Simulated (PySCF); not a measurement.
Write Cartesian coordinates for `[BH3-][P@+]1(C=C)C=CC=C1C` as optimised with PBE0-D3(BJ)/def2-SVP.

```
atom  x, y, z in Å
B1    -0.6695    0.2214    2.0370
P2    -0.4187   -0.2645    0.1965
C3    -1.4375    0.6510   -0.9869
C4    -2.2773    1.6079   -0.5872
C5    -0.5277   -1.9951   -0.3011
C6     0.6553   -2.3720   -0.8297
C7     1.6696   -1.3155   -0.9087
C8     1.2814   -0.1070   -0.4434
C9     2.0621    1.1540   -0.3569
H10   -1.8495   -0.0016    2.2669
H11   -0.3736    1.4109    2.0457
H12    0.1090   -0.4849    2.6572
H13   -1.3256    0.3844   -2.0438
H14   -2.8858    2.1635   -1.3074
H15   -2.3831    1.8626    0.4720
H16   -1.3986   -2.6328   -0.1498
H17    0.8653   -3.3891   -1.1724
H18    2.6702   -1.5088   -1.3067
H19    2.1428    1.4875    0.6906
H20    1.5650    1.9694   -0.9080
H21    3.0749    1.0253   -0.7647
```

Any rigid rotation of these coordinates is as good. Atoms count from 1 in this order. The 5 C–C bonds span 1.334 Å (C3=C4, drawn double) to 1.486 Å (C8–C9, drawn single), a spread of 0.152 Å. B1 (four-coordinate boron) is distorted tetrahedral (angles from 102.8° to 114.5°). The 5-membered ring P2–C5–C6–C7–C8 has internal angles of 92.4° to 115.3° (sum 540°, against 540° for a flat polygon); it is almost planar, 0.02 Å rms from its mean plane, widest ring torsion 3°. P2 (phosphorus bonded to B and 3 C) has angles from 92.4° to 120.0°.

Bonds between heavy atoms (Å): B1–P2 1.920, P2–C3 1.810, C3=C4 1.334, P2–C5 1.804, C5=C6 1.349, C6–C7 1.467, C7=C8 1.352, C8–C9 1.486, P2–C8 1.823.

Method used: PBE0-D3(BJ)/def2-SVP geometry optimisation, gas phase (PySCF 2.14.0).

Point group: C1 (no symmetry element, even within 0.4 Å). No PBE0-D3(BJ)/def2-SVP frequencies stand behind this structure, so it isn't proved a minimum. The numbers are those of one conformer (B1–P2–C3–C4 1°).
